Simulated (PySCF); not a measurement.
VCl4: what the settings change

VCl4 holds V(IV), d1, at total charge 0. The structure is a PBE0-D3(BJ)/def2-TZVP geometry optimised for multiplicity 2; coordination tetrahedral, point group D2d, metal–donor distances 2.12 Å.

```
5

V     0.000    0.000    0.000
Cl    1.185    1.244    1.244
Cl    1.185   -1.244   -1.244
Cl   -1.185   -1.244    1.244
Cl   -1.185    1.244   -1.244
```

Method (PySCF 2.14, density fitting): CASSCF(1,5) with orbitals averaged over all microstates of the shell, strongly contracted NEVPT2 on the averaged canonical orbitals; basis x2c-TZVPall on the metal, x2c-SVPall elsewhere; spin-free X2C; gas phase; spin-orbit coupling by state interaction with the mean-field operator over all roots.

Base run: NEVPT2 ground state 2A1 (from 2E), next 2B1 (from 2E) at 366, then 2E (from 2T2) at 9808 cm⁻¹, 10Dq(NEVPT2) 10091, ζ 144 cm⁻¹, g 1.922 1.922 2.001, μeff(300 K) 1.73 μB.

**Question.** What happens with the basis x2c-TZVPall on all atoms?

**Answer.** NEVPT2 ground state 2A1 (from 2E), next 2B1 (from 2E) at 380, then 2E (from 2T2) at 9463 cm⁻¹, 10Dq(NEVPT2) 9728, ζ 144 cm⁻¹, g 1.918 1.918 2.001, μeff(300 K) 1.73 μB. It took 20 s against 8.2 s on a shared host of the same kind.

No frequencies were computed for the optimised geometry. Charge-transfer states lie outside this active space and may come lower than some of these levels. NEVPT2 lifts 2E (from 2T2) from 8524 to 9808 cm⁻¹; on the d shell alone such lifts tend to overshoot. An active orbital has only 0.73 squared overlap with the free ion's shell, so the metal shell alone is a small active space here. NEVPT2 on the d shell alone tends to put d–d bands too high for such charged or covalently bound ions.
